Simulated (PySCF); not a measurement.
# How methods differ on the ionisation energy of Cr²⁺

Cr²⁺ [Ar] 3d4 (5D) → Cr³⁺ [Ar] 3d3 (4F), as a difference of total energies. Computed with PySCF 2.14 in def2-TZVPPD, with no relativity, point nucleus. Correlated levels: valence: [Ar] frozen; valence and next inner shell: [Ne] frozen. The calculations carry no spin-orbit coupling.

```tsv
method	ionisation energy (eV)	plus first-order spin-orbit estimate	difference from reference of that sum (eV)
UHF	29.875	29.851	-1.108
LDA	32.080	32.056	+1.097
PBE	31.661	31.637	+0.678
PBE0	31.472	31.448	+0.489
r2SCAN	31.244	31.219	+0.260
wB97X-V	31.188	31.164	+0.205
wB97M-V	31.195	31.171	+0.212
TPSS	31.308	31.284	+0.325
wB97X	31.100	31.076	+0.117
MP2 (valence)	30.499	30.475	-0.484
SCS-MP2 (valence)	30.083	30.059	-0.900
MP2 (valence and next inner shell)	31.176	31.152	+0.193
SCS-MP2 (valence and next inner shell)	30.749	30.725	-0.234
```

Reference: 30.959 ± 0.025 eV (measured; NIST Atomic Spectra Database, ionization energies).

A first-order spin-orbit estimate (lowest level to lowest level, LS coupling) adds -0.024 eV.

These non-relativistic numbers lack the scalar-relativistic shift.

Errors of the correlated levels include the incompleteness of this basis and the frozen core.
